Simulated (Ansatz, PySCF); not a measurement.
Dissociation curve of BH, singlet.

Computed with: UHF/cc-pVTZ (PySCF); RHF/cc-pVTZ (PySCF); UKS-M06-2X = unrestricted M06-2X/cc-pVTZ run with PySCF; RKS-M06-2X = restricted M06-2X/cc-pVTZ in PySCF 2.14.0; UKS-TPSSh = unrestricted TPSSh/cc-pVTZ (PySCF 2.14.0); RKS-TPSSh = restricted TPSSh/cc-pVTZ (PySCF 2.14.0); UKS-B3LYP = unrestricted B3LYP/cc-pVTZ (PySCF); RKS-B3LYP = restricted B3LYP/cc-pVTZ run with PySCF 2.14.0; UKS-PBE = unrestricted PBE/cc-pVTZ run with Ansatz (a program for electronic structure); RKS-PBE = restricted PBE/cc-pVTZ run with Ansatz; UKS-B3LYP/6-31G* = unrestricted B3LYP/6-31G*, spherical d in PySCF; RKS-B3LYP/6-31G* = PySCF 2.14.0 with restricted B3LYP/6-31G*, spherical d; UKS-B3LYP/6-311+G** = unrestricted B3LYP/6-311+G**, spherical d (PySCF); RKS-B3LYP/6-311+G** = restricted B3LYP/6-311+G**, spherical d (PySCF); UKS-B3LYP/3-21G = unrestricted B3LYP/3-21G (PySCF); RKS-B3LYP/3-21G = restricted B3LYP/3-21G (PySCF); UKS-B3LYP/LANL2DZ = unrestricted B3LYP/LANL2DZ run with PySCF; RKS-B3LYP/LANL2DZ = restricted B3LYP/LANL2DZ (PySCF).

Scanned distances (Å): 0.98, 1.05, 1.12, 1.18, 1.21, 1.24, 1.27, 1.32, 1.37, 1.44, 1.55, 1.66, 1.87, 2.06, 2.22, 2.48, 2.75, 3.03, 3.35, 3.75, 4.37, 4.98.

Q: Where does the unrestricted solution first break spin symmetry (<S²> of 0.01 or more)?

A: UHF: already at 0.98 Å; UKS-M06-2X: already at 0.98 Å; UKS-TPSSh: already at 0.98 Å; UKS-B3LYP: already at 0.98 Å; UKS-PBE: already at 0.98 Å; UKS-B3LYP/6-31G*: already at 0.98 Å; UKS-B3LYP/6-311+G**: already at 0.98 Å; UKS-B3LYP/3-21G: already at 0.98 Å; UKS-B3LYP/LANL2DZ: already at 0.98 Å.

```json
[
 {"R / Å": "0.98", "<S²> UHF": "0.53", "E(RHF) − E(UHF) / eV": "0.233", "<S²> UKS-M06-2X": "0.08", "E(RKS-M06-2X) − E(UKS-M06-2X) / eV": "0.003", "<S²> UKS-TPSSh": "0.34", "E(RKS-TPSSh) − E(UKS-TPSSh) / eV": "0.070", "<S²> UKS-B3LYP": "0.18", "E(RKS-B3LYP) − E(UKS-B3LYP) / eV": "0.016", "<S²> UKS-PBE": "0.30", "E(RKS-PBE) − E(UKS-PBE) / eV": "0.046", "<S²> UKS-B3LYP/6-31G*": "0.24", "E(RKS-B3LYP/6-31G*) − E(UKS-B3LYP/6-31G*) / eV": "0.031", "<S²> UKS-B3LYP/6-311+G**": "0.17", "E(RKS-B3LYP/6-311+G**) − E(UKS-B3LYP/6-311+G**) / eV": "0.013", "<S²> UKS-B3LYP/3-21G": "0.23", "E(RKS-B3LYP/3-21G) − E(UKS-B3LYP/3-21G) / eV": "0.029", "<S²> UKS-B3LYP/LANL2DZ": "0.30", "E(RKS-B3LYP/LANL2DZ) − E(UKS-B3LYP/LANL2DZ) / eV": "0.048"},
 {"R / Å": "1.05", "<S²> UHF": "0.52", "E(RHF) − E(UHF) / eV": "0.218", "<S²> UKS-M06-2X": "0.04", "E(RKS-M06-2X) − E(UKS-M06-2X) / eV": "0.001", "<S²> UKS-TPSSh": "0.32", "E(RKS-TPSSh) − E(UKS-TPSSh) / eV": "0.060", "<S²> UKS-B3LYP": "0.15", "E(RKS-B3LYP) − E(UKS-B3LYP) / eV": "0.010", "<S²> UKS-PBE": "0.27", "E(RKS-PBE) − E(UKS-PBE) / eV": "0.036", "<S²> UKS-B3LYP/6-31G*": "0.20", "E(RKS-B3LYP/6-31G*) − E(UKS-B3LYP/6-31G*) / eV": "0.022", "<S²> UKS-B3LYP/6-311+G**": "0.13", "E(RKS-B3LYP/6-311+G**) − E(UKS-B3LYP/6-311+G**) / eV": "0.009", "<S²> UKS-B3LYP/3-21G": "0.20", "E(RKS-B3LYP/3-21G) − E(UKS-B3LYP/3-21G) / eV": "0.020", "<S²> UKS-B3LYP/LANL2DZ": "0.26", "E(RKS-B3LYP/LANL2DZ) − E(UKS-B3LYP/LANL2DZ) / eV": "0.035"},
 {"R / Å": "1.12", "<S²> UHF": "0.50", "E(RHF) − E(UHF) / eV": "0.202", "<S²> UKS-M06-2X": "0.01", "E(RKS-M06-2X) − E(UKS-M06-2X) / eV": "0.000", "<S²> UKS-TPSSh": "0.30", "E(RKS-TPSSh) − E(UKS-TPSSh) / eV": "0.050", "<S²> UKS-B3LYP": "0.11", "E(RKS-B3LYP) − E(UKS-B3LYP) / eV": "0.006", "<S²> UKS-PBE": "0.23", "E(RKS-PBE) − E(UKS-PBE) / eV": "0.027", "<S²> UKS-B3LYP/6-31G*": "0.16", "E(RKS-B3LYP/6-31G*) − E(UKS-B3LYP/6-31G*) / eV": "0.014", "<S²> UKS-B3LYP/6-311+G**": "0.10", "E(RKS-B3LYP/6-311+G**) − E(UKS-B3LYP/6-311+G**) / eV": "0.005", "<S²> UKS-B3LYP/3-21G": "0.15", "E(RKS-B3LYP/3-21G) − E(UKS-B3LYP/3-21G) / eV": "0.012", "<S²> UKS-B3LYP/LANL2DZ": "0.21", "E(RKS-B3LYP/LANL2DZ) − E(UKS-B3LYP/LANL2DZ) / eV": "0.023"},
 {"R / Å": "1.18", "<S²> UHF": "0.49", "E(RHF) − E(UHF) / eV": "0.189", "<S²> UKS-M06-2X": "0.00", "E(RKS-M06-2X) − E(UKS-M06-2X) / eV": "0.000", "<S²> UKS-TPSSh": "0.27", "E(RKS-TPSSh) − E(UKS-TPSSh) / eV": "0.042", "<S²> UKS-B3LYP": "0.08", "E(RKS-B3LYP) − E(UKS-B3LYP) / eV": "0.003", "<S²> UKS-PBE": "0.20", "E(RKS-PBE) − E(UKS-PBE) / eV": "0.019", "<S²> UKS-B3LYP/6-31G*": "0.13", "E(RKS-B3LYP/6-31G*) − E(UKS-B3LYP/6-31G*) / eV": "0.009", "<S²> UKS-B3LYP/6-311+G**": "0.07", "E(RKS-B3LYP/6-311+G**) − E(UKS-B3LYP/6-311+G**) / eV": "0.002", "<S²> UKS-B3LYP/3-21G": "0.12", "E(RKS-B3LYP/3-21G) − E(UKS-B3LYP/3-21G) / eV": "0.007", "<S²> UKS-B3LYP/LANL2DZ": "0.17", "E(RKS-B3LYP/LANL2DZ) − E(UKS-B3LYP/LANL2DZ) / eV": "0.014"},
 {"R / Å": "1.21", "<S²> UHF": "0.48", "E(RHF) − E(UHF) / eV": "0.182", "<S²> UKS-M06-2X": "0.00", "E(RKS-M06-2X) − E(UKS-M06-2X) / eV": "0.000", "<S²> UKS-TPSSh": "0.26", "E(RKS-TPSSh) − E(UKS-TPSSh) / eV": "0.038", "<S²> UKS-B3LYP": "0.07", "E(RKS-B3LYP) − E(UKS-B3LYP) / eV": "0.002", "<S²> UKS-PBE": "0.18", "E(RKS-PBE) − E(UKS-PBE) / eV": "0.016", "<S²> UKS-B3LYP/6-31G*": "0.11", "E(RKS-B3LYP/6-31G*) − E(UKS-B3LYP/6-31G*) / eV": "0.007", "<S²> UKS-B3LYP/6-311+G**": "0.06", "E(RKS-B3LYP/6-311+G**) − E(UKS-B3LYP/6-311+G**) / eV": "0.001", "<S²> UKS-B3LYP/3-21G": "0.10", "E(RKS-B3LYP/3-21G) − E(UKS-B3LYP/3-21G) / eV": "0.005", "<S²> UKS-B3LYP/LANL2DZ": "0.15", "E(RKS-B3LYP/LANL2DZ) − E(UKS-B3LYP/LANL2DZ) / eV": "0.011"},
 {"R / Å": "1.24", "<S²> UHF": "0.48", "E(RHF) − E(UHF) / eV": "0.176", "<S²> UKS-M06-2X": "0.00", "E(RKS-M06-2X) − E(UKS-M06-2X) / eV": "0.000", "<S²> UKS-TPSSh": "0.25", "E(RKS-TPSSh) − E(UKS-TPSSh) / eV": "0.035", "<S²> UKS-B3LYP": "0.05", "E(RKS-B3LYP) − E(UKS-B3LYP) / eV": "0.001", "<S²> UKS-PBE": "0.17", "E(RKS-PBE) − E(UKS-PBE) / eV": "0.013", "<S²> UKS-B3LYP/6-31G*": "0.10", "E(RKS-B3LYP/6-31G*) − E(UKS-B3LYP/6-31G*) / eV": "0.005", "<S²> UKS-B3LYP/6-311+G**": "0.04", "E(RKS-B3LYP/6-311+G**) − E(UKS-B3LYP/6-311+G**) / eV": "0.001", "<S²> UKS-B3LYP/3-21G": "0.08", "E(RKS-B3LYP/3-21G) − E(UKS-B3LYP/3-21G) / eV": "0.003", "<S²> UKS-B3LYP/LANL2DZ": "0.12", "E(RKS-B3LYP/LANL2DZ) − E(UKS-B3LYP/LANL2DZ) / eV": "0.008"},
 {"R / Å": "1.27", "<S²> UHF": "0.47", "E(RHF) − E(UHF) / eV": "0.169", "<S²> UKS-M06-2X": "0.00", "E(RKS-M06-2X) − E(UKS-M06-2X) / eV": "0.000", "<S²> UKS-TPSSh": "0.24", "E(RKS-TPSSh) − E(UKS-TPSSh) / eV": "0.031", "<S²> UKS-B3LYP": "0.03", "E(RKS-B3LYP) − E(UKS-B3LYP) / eV": "0.001", "<S²> UKS-PBE": "0.15", "E(RKS-PBE) − E(UKS-PBE) / eV": "0.010", "<S²> UKS-B3LYP/6-31G*": "0.08", "E(RKS-B3LYP/6-31G*) − E(UKS-B3LYP/6-31G*) / eV": "0.003", "<S²> UKS-B3LYP/6-311+G**": "0.02", "E(RKS-B3LYP/6-311+G**) − E(UKS-B3LYP/6-311+G**) / eV": "0.000", "<S²> UKS-B3LYP/3-21G": "0.06", "E(RKS-B3LYP/3-21G) − E(UKS-B3LYP/3-21G) / eV": "0.002", "<S²> UKS-B3LYP/LANL2DZ": "0.10", "E(RKS-B3LYP/LANL2DZ) − E(UKS-B3LYP/LANL2DZ) / eV": "0.005"},
 {"R / Å": "1.32", "<S²> UHF": "0.46", "E(RHF) − E(UHF) / eV": "0.159", "<S²> UKS-M06-2X": "0.00", "E(RKS-M06-2X) − E(UKS-M06-2X) / eV": "0.000", "<S²> UKS-TPSSh": "0.22", "E(RKS-TPSSh) − E(UKS-TPSSh) / eV": "0.025", "<S²> UKS-B3LYP": "0.01", "E(RKS-B3LYP) − E(UKS-B3LYP) / eV": "0.000", "<S²> UKS-PBE": "0.12", "E(RKS-PBE) − E(UKS-PBE) / eV": "0.006", "<S²> UKS-B3LYP/6-31G*": "0.05", "E(RKS-B3LYP/6-31G*) − E(UKS-B3LYP/6-31G*) / eV": "0.001", "<S²> UKS-B3LYP/6-311+G**": "0.00", "E(RKS-B3LYP/6-311+G**) − E(UKS-B3LYP/6-311+G**) / eV": "0.000", "<S²> UKS-B3LYP/3-21G": "0.03", "E(RKS-B3LYP/3-21G) − E(UKS-B3LYP/3-21G) / eV": "0.000", "<S²> UKS-B3LYP/LANL2DZ": "0.07", "E(RKS-B3LYP/LANL2DZ) − E(UKS-B3LYP/LANL2DZ) / eV": "0.002"},
 {"R / Å": "1.37", "<S²> UHF": "0.44", "E(RHF) − E(UHF) / eV": "0.148", "<S²> UKS-M06-2X": "0.00", "E(RKS-M06-2X) − E(UKS-M06-2X) / eV": "0.000", "<S²> UKS-TPSSh": "0.20", "E(RKS-TPSSh) − E(UKS-TPSSh) / eV": "0.020", "<S²> UKS-B3LYP": "0.00", "E(RKS-B3LYP) − E(UKS-B3LYP) / eV": "0.000", "<S²> UKS-PBE": "0.09", "E(RKS-PBE) − E(UKS-PBE) / eV": "0.003", "<S²> UKS-B3LYP/6-31G*": "0.02", "E(RKS-B3LYP/6-31G*) − E(UKS-B3LYP/6-31G*) / eV": "0.000", "<S²> UKS-B3LYP/6-311+G**": "0.00", "E(RKS-B3LYP/6-311+G**) − E(UKS-B3LYP/6-311+G**) / eV": "0.000", "<S²> UKS-B3LYP/3-21G": "0.00", "E(RKS-B3LYP/3-21G) − E(UKS-B3LYP/3-21G) / eV": "0.000", "<S²> UKS-B3LYP/LANL2DZ": "0.03", "E(RKS-B3LYP/LANL2DZ) − E(UKS-B3LYP/LANL2DZ) / eV": "0.000"},
 {"R / Å": "1.44", "<S²> UHF": "0.42", "E(RHF) − E(UHF) / eV": "0.134", "<S²> UKS-M06-2X": "0.00", "E(RKS-M06-2X) − E(UKS-M06-2X) / eV": "0.000", "<S²> UKS-TPSSh": "0.16", "E(RKS-TPSSh) − E(UKS-TPSSh) / eV": "0.014", "<S²> UKS-B3LYP": "0.00", "E(RKS-B3LYP) − E(UKS-B3LYP) / eV": "0.000", "<S²> UKS-PBE": "0.04", "E(RKS-PBE) − E(UKS-PBE) / eV": "0.001", "<S²> UKS-B3LYP/6-31G*": "0.00", "E(RKS-B3LYP/6-31G*) − E(UKS-B3LYP/6-31G*) / eV": "0.000", "<S²> UKS-B3LYP/6-311+G**": "0.00", "E(RKS-B3LYP/6-311+G**) − E(UKS-B3LYP/6-311+G**) / eV": "0.000", "<S²> UKS-B3LYP/3-21G": "0.00", "E(RKS-B3LYP/3-21G) − E(UKS-B3LYP/3-21G) / eV": "0.000", "<S²> UKS-B3LYP/LANL2DZ": "0.00", "E(RKS-B3LYP/LANL2DZ) − E(UKS-B3LYP/LANL2DZ) / eV": "0.000"},
 {"R / Å": "1.55", "<S²> UHF": "0.39", "E(RHF) − E(UHF) / eV": "0.113", "<S²> UKS-M06-2X": "0.00", "E(RKS-M06-2X) − E(UKS-M06-2X) / eV": "0.000", "<S²> UKS-TPSSh": "0.11", "E(RKS-TPSSh) − E(UKS-TPSSh) / eV": "0.007", "<S²> UKS-B3LYP": "0.00", "E(RKS-B3LYP) − E(UKS-B3LYP) / eV": "0.000", "<S²> UKS-PBE": "0.00", "E(RKS-PBE) − E(UKS-PBE) / eV": "0.000", "<S²> UKS-B3LYP/6-31G*": "0.00", "E(RKS-B3LYP/6-31G*) − E(UKS-B3LYP/6-31G*) / eV": "0.000", "<S²> UKS-B3LYP/6-311+G**": "0.00", "E(RKS-B3LYP/6-311+G**) − E(UKS-B3LYP/6-311+G**) / eV": "0.000", "<S²> UKS-B3LYP/3-21G": "0.00", "E(RKS-B3LYP/3-21G) − E(UKS-B3LYP/3-21G) / eV": "0.000", "<S²> UKS-B3LYP/LANL2DZ": "0.00", "E(RKS-B3LYP/LANL2DZ) − E(UKS-B3LYP/LANL2DZ) / eV": "0.000"},
 {"R / Å": "1.66", "<S²> UHF": "0.36", "E(RHF) − E(UHF) / eV": "0.094", "<S²> UKS-M06-2X": "0.00", "E(RKS-M06-2X) − E(UKS-M06-2X) / eV": "0.000", "<S²> UKS-TPSSh": "0.06", "E(RKS-TPSSh) − E(UKS-TPSSh) / eV": "0.002", "<S²> UKS-B3LYP": "0.00", "E(RKS-B3LYP) − E(UKS-B3LYP) / eV": "0.000", "<S²> UKS-PBE": "0.00", "E(RKS-PBE) − E(UKS-PBE) / eV": "0.000", "<S²> UKS-B3LYP/6-31G*": "0.00", "E(RKS-B3LYP/6-31G*) − E(UKS-B3LYP/6-31G*) / eV": "0.000", "<S²> UKS-B3LYP/6-311+G**": "0.00", "E(RKS-B3LYP/6-311+G**) − E(UKS-B3LYP/6-311+G**) / eV": "0.000", "<S²> UKS-B3LYP/3-21G": "0.00", "E(RKS-B3LYP/3-21G) − E(UKS-B3LYP/3-21G) / eV": "0.000", "<S²> UKS-B3LYP/LANL2DZ": "0.00", "E(RKS-B3LYP/LANL2DZ) − E(UKS-B3LYP/LANL2DZ) / eV": "0.000"},
 {"R / Å": "1.87", "<S²> UHF": "0.37", "E(RHF) − E(UHF) / eV": "0.070", "<S²> UKS-M06-2X": "0.00", "E(RKS-M06-2X) − E(UKS-M06-2X) / eV": "0.000", "<S²> UKS-TPSSh": "0.00", "E(RKS-TPSSh) − E(UKS-TPSSh) / eV": "0.000", "<S²> UKS-B3LYP": "0.00", "E(RKS-B3LYP) − E(UKS-B3LYP) / eV": "0.000", "<S²> UKS-PBE": "0.00", "E(RKS-PBE) − E(UKS-PBE) / eV": "0.000", "<S²> UKS-B3LYP/6-31G*": "0.00", "E(RKS-B3LYP/6-31G*) − E(UKS-B3LYP/6-31G*) / eV": "0.000", "<S²> UKS-B3LYP/6-311+G**": "0.00", "E(RKS-B3LYP/6-311+G**) − E(UKS-B3LYP/6-311+G**) / eV": "0.000", "<S²> UKS-B3LYP/3-21G": "0.00", "E(RKS-B3LYP/3-21G) − E(UKS-B3LYP/3-21G) / eV": "0.000", "<S²> UKS-B3LYP/LANL2DZ": "0.00", "E(RKS-B3LYP/LANL2DZ) − E(UKS-B3LYP/LANL2DZ) / eV": "0.000"},
 {"R / Å": "2.06", "<S²> UHF": "0.57", "E(RHF) − E(UHF) / eV": "0.262", "<S²> UKS-M06-2X": "0.00", "E(RKS-M06-2X) − E(UKS-M06-2X) / eV": "0.000", "<S²> UKS-TPSSh": "0.00", "E(RKS-TPSSh) − E(UKS-TPSSh) / eV": "0.000", "<S²> UKS-B3LYP": "0.00", "E(RKS-B3LYP) − E(UKS-B3LYP) / eV": "0.000", "<S²> UKS-PBE": "0.00", "E(RKS-PBE) − E(UKS-PBE) / eV": "0.000", "<S²> UKS-B3LYP/6-31G*": "0.00", "E(RKS-B3LYP/6-31G*) − E(UKS-B3LYP/6-31G*) / eV": "0.000", "<S²> UKS-B3LYP/6-311+G**": "0.00", "E(RKS-B3LYP/6-311+G**) − E(UKS-B3LYP/6-311+G**) / eV": "0.000", "<S²> UKS-B3LYP/3-21G": "0.00", "E(RKS-B3LYP/3-21G) − E(UKS-B3LYP/3-21G) / eV": "0.000", "<S²> UKS-B3LYP/LANL2DZ": "0.00", "E(RKS-B3LYP/LANL2DZ) − E(UKS-B3LYP/LANL2DZ) / eV": "0.000"},
 {"R / Å": "2.22", "<S²> UHF": "0.68", "E(RHF) − E(UHF) / eV": "0.563", "<S²> UKS-M06-2X": "0.01", "E(RKS-M06-2X) − E(UKS-M06-2X) / eV": "0.000", "<S²> UKS-TPSSh": "0.16", "E(RKS-TPSSh) − E(UKS-TPSSh) / eV": "0.013", "<S²> UKS-B3LYP": "0.03", "E(RKS-B3LYP) − E(UKS-B3LYP) / eV": "0.001", "<S²> UKS-PBE": "0.00", "E(RKS-PBE) − E(UKS-PBE) / eV": "0.000", "<S²> UKS-B3LYP/6-31G*": "0.06", "E(RKS-B3LYP/6-31G*) − E(UKS-B3LYP/6-31G*) / eV": "0.002", "<S²> UKS-B3LYP/6-311+G**": "0.03", "E(RKS-B3LYP/6-311+G**) − E(UKS-B3LYP/6-311+G**) / eV": "0.000", "<S²> UKS-B3LYP/3-21G": "0.06", "E(RKS-B3LYP/3-21G) − E(UKS-B3LYP/3-21G) / eV": "0.002", "<S²> UKS-B3LYP/LANL2DZ": "0.04", "E(RKS-B3LYP/LANL2DZ) − E(UKS-B3LYP/LANL2DZ) / eV": "0.001"},
 {"R / Å": "2.48", "<S²> UHF": "0.84", "E(RHF) − E(UHF) / eV": "1.127", "<S²> UKS-M06-2X": "0.46", "E(RKS-M06-2X) − E(UKS-M06-2X) / eV": "0.129", "<S²> UKS-TPSSh": "0.53", "E(RKS-TPSSh) − E(UKS-TPSSh) / eV": "0.195", "<S²> UKS-B3LYP": "0.41", "E(RKS-B3LYP) − E(UKS-B3LYP) / eV": "0.115", "<S²> UKS-PBE": "0.17", "E(RKS-PBE) − E(UKS-PBE) / eV": "0.009", "<S²> UKS-B3LYP/6-31G*": "0.44", "E(RKS-B3LYP/6-31G*) − E(UKS-B3LYP/6-31G*) / eV": "0.137", "<S²> UKS-B3LYP/6-311+G**": "0.41", "E(RKS-B3LYP/6-311+G**) − E(UKS-B3LYP/6-311+G**) / eV": "0.112", "<S²> UKS-B3LYP/3-21G": "0.45", "E(RKS-B3LYP/3-21G) − E(UKS-B3LYP/3-21G) / eV": "0.143", "<S²> UKS-B3LYP/LANL2DZ": "0.43", "E(RKS-B3LYP/LANL2DZ) − E(UKS-B3LYP/LANL2DZ) / eV": "0.128"},
 {"R / Å": "2.75", "<S²> UHF": "0.92", "E(RHF) − E(UHF) / eV": "1.706", "<S²> UKS-M06-2X": "0.73", "E(RKS-M06-2X) − E(UKS-M06-2X) / eV": "0.425", "<S²> UKS-TPSSh": "0.70", "E(RKS-TPSSh) − E(UKS-TPSSh) / eV": "0.460", "<S²> UKS-B3LYP": "0.65", "E(RKS-B3LYP) − E(UKS-B3LYP) / eV": "0.342", "<S²> UKS-PBE": "0.54", "E(RKS-PBE) − E(UKS-PBE) / eV": "0.142", "<S²> UKS-B3LYP/6-31G*": "0.67", "E(RKS-B3LYP/6-31G*) − E(UKS-B3LYP/6-31G*) / eV": "0.387", "<S²> UKS-B3LYP/6-311+G**": "0.65", "E(RKS-B3LYP/6-311+G**) − E(UKS-B3LYP/6-311+G**) / eV": "0.334", "<S²> UKS-B3LYP/3-21G": "0.69", "E(RKS-B3LYP/3-21G) − E(UKS-B3LYP/3-21G) / eV": "0.411", "<S²> UKS-B3LYP/LANL2DZ": "0.67", "E(RKS-B3LYP/LANL2DZ) − E(UKS-B3LYP/LANL2DZ) / eV": "0.379"},
 {"R / Å": "3.03", "<S²> UHF": "0.97", "E(RHF) − E(UHF) / eV": "2.253", "<S²> UKS-M06-2X": "0.86", "E(RKS-M06-2X) − E(UKS-M06-2X) / eV": "0.776", "<S²> UKS-TPSSh": "0.80", "E(RKS-TPSSh) − E(UKS-TPSSh) / eV": "0.730", "<S²> UKS-B3LYP": "0.80", "E(RKS-B3LYP) − E(UKS-B3LYP) / eV": "0.600", "<S²> UKS-PBE": "0.75", "E(RKS-PBE) − E(UKS-PBE) / eV": "0.340", "<S²> UKS-B3LYP/6-31G*": "0.81", "E(RKS-B3LYP/6-31G*) − E(UKS-B3LYP/6-31G*) / eV": "0.669", "<S²> UKS-B3LYP/6-311+G**": "0.79", "E(RKS-B3LYP/6-311+G**) − E(UKS-B3LYP/6-311+G**) / eV": "0.588", "<S²> UKS-B3LYP/3-21G": "0.83", "E(RKS-B3LYP/3-21G) − E(UKS-B3LYP/3-21G) / eV": "0.716", "<S²> UKS-B3LYP/LANL2DZ": "0.82", "E(RKS-B3LYP/LANL2DZ) − E(UKS-B3LYP/LANL2DZ) / eV": "0.669"},
 {"R / Å": "3.35", "<S²> UHF": "0.99", "E(RHF) − E(UHF) / eV": "2.797", "<S²> UKS-M06-2X": "0.94", "E(RKS-M06-2X) − E(UKS-M06-2X) / eV": "1.152", "<S²> UKS-TPSSh": "0.86", "E(RKS-TPSSh) − E(UKS-TPSSh) / eV": "0.999", "<S²> UKS-B3LYP": "0.89", "E(RKS-B3LYP) − E(UKS-B3LYP) / eV": "0.872", "<S²> UKS-PBE": "0.89", "E(RKS-PBE) − E(UKS-PBE) / eV": "0.565", "<S²> UKS-B3LYP/6-31G*": "0.90", "E(RKS-B3LYP/6-31G*) − E(UKS-B3LYP/6-31G*) / eV": "0.971", "<S²> UKS-B3LYP/6-311+G**": "0.89", "E(RKS-B3LYP/6-311+G**) − E(UKS-B3LYP/6-311+G**) / eV": "0.857", "<S²> UKS-B3LYP/3-21G": "0.92", "E(RKS-B3LYP/3-21G) − E(UKS-B3LYP/3-21G) / eV": "1.040", "<S²> UKS-B3LYP/LANL2DZ": "0.91", "E(RKS-B3LYP/LANL2DZ) − E(UKS-B3LYP/LANL2DZ) / eV": "0.979"},
 {"R / Å": "3.75", "<S²> UHF": "1.00", "E(RHF) − E(UHF) / eV": "3.357", "<S²> UKS-M06-2X": "1.00", "E(RKS-M06-2X) − E(UKS-M06-2X) / eV": "1.525", "<S²> UKS-TPSSh": "0.91", "E(RKS-TPSSh) − E(UKS-TPSSh) / eV": "1.262", "<S²> UKS-B3LYP": "0.96", "E(RKS-B3LYP) − E(UKS-B3LYP) / eV": "1.155", "<S²> UKS-PBE": "0.97", "E(RKS-PBE) − E(UKS-PBE) / eV": "0.806", "<S²> UKS-B3LYP/6-31G*": "0.97", "E(RKS-B3LYP/6-31G*) − E(UKS-B3LYP/6-31G*) / eV": "1.290", "<S²> UKS-B3LYP/6-311+G**": "0.96", "E(RKS-B3LYP/6-311+G**) − E(UKS-B3LYP/6-311+G**) / eV": "1.138", "<S²> UKS-B3LYP/3-21G": "0.98", "E(RKS-B3LYP/3-21G) − E(UKS-B3LYP/3-21G) / eV": "1.378", "<S²> UKS-B3LYP/LANL2DZ": "0.97", "E(RKS-B3LYP/LANL2DZ) − E(UKS-B3LYP/LANL2DZ) / eV": "1.305"},
 {"R / Å": "4.37", "<S²> UHF": "1.01", "E(RHF) − E(UHF) / eV": "4.011", "<S²> UKS-M06-2X": "1.00", "E(RKS-M06-2X) − E(UKS-M06-2X) / eV": "2.009", "<S²> UKS-TPSSh": "0.95", "E(RKS-TPSSh) − E(UKS-TPSSh) / eV": "1.529", "<S²> UKS-B3LYP": "1.00", "E(RKS-B3LYP) − E(UKS-B3LYP) / eV": "1.466", "<S²> UKS-PBE": "1.00", "E(RKS-PBE) − E(UKS-PBE) / eV": "1.064", "<S²> UKS-B3LYP/6-31G*": "1.00", "E(RKS-B3LYP/6-31G*) − E(UKS-B3LYP/6-31G*) / eV": "1.638", "<S²> UKS-B3LYP/6-311+G**": "0.99", "E(RKS-B3LYP/6-311+G**) − E(UKS-B3LYP/6-311+G**) / eV": "1.448", "<S²> UKS-B3LYP/3-21G": "1.00", "E(RKS-B3LYP/3-21G) − E(UKS-B3LYP/3-21G) / eV": "1.738", "<S²> UKS-B3LYP/LANL2DZ": "1.00", "E(RKS-B3LYP/LANL2DZ) − E(UKS-B3LYP/LANL2DZ) / eV": "1.661"},
 {"R / Å": "4.98", "<S²> UHF": "1.01", "E(RHF) − E(UHF) / eV": "4.461", "<S²> UKS-M06-2X": "1.00", "E(RKS-M06-2X) − E(UKS-M06-2X) / eV": "2.302", "<S²> UKS-TPSSh": "0.96", "E(RKS-TPSSh) − E(UKS-TPSSh) / eV": "1.676", "<S²> UKS-B3LYP": "1.00", "E(RKS-B3LYP) − E(UKS-B3LYP) / eV": "1.656", "<S²> UKS-PBE": "1.00", "E(RKS-PBE) − E(UKS-PBE) / eV": "1.206", "<S²> UKS-B3LYP/6-31G*": "1.00", "E(RKS-B3LYP/6-31G*) − E(UKS-B3LYP/6-31G*) / eV": "1.827", "<S²> UKS-B3LYP/6-311+G**": "1.00", "E(RKS-B3LYP/6-311+G**) − E(UKS-B3LYP/6-311+G**) / eV": "1.637", "<S²> UKS-B3LYP/3-21G": "1.00", "E(RKS-B3LYP/3-21G) − E(UKS-B3LYP/3-21G) / eV": "1.930", "<S²> UKS-B3LYP/LANL2DZ": "1.00", "E(RKS-B3LYP/LANL2DZ) − E(UKS-B3LYP/LANL2DZ) / eV": "1.867"}
]
```
